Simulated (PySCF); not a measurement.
Electron correlation in Fe²⁴⁺ (iron, charge +24)

1s2, closed-shell 1S. Calculation: PySCF 2.14, in an uncontracted even-tempered set (15 s from 26 bohr⁻², ratio 2.2; 7 p from 40 bohr⁻², ratio 2.4; 4 d from 120 bohr⁻², ratio 2.4; 3 f from 180 bohr⁻², ratio 2.4; 3 g from 270 bohr⁻², ratio 2.4); no relativity, point nucleus. Frozen: nothing; 2 electrons correlated; the 11 highest virtual orbitals of each spin left out.

With two correlated electrons CCSD is exact within the correlated space (frozen core and kept virtual orbitals).

```csv
level,correlation energy (mhartree)
CCSD,-45.61
```

Diagnostics: T1 = 3.3e-06, D1 = 0.0000, largest double amplitude 0.001.

Cost of the coupled-cluster step: about 1.4 core-seconds, for 2 correlated electrons.
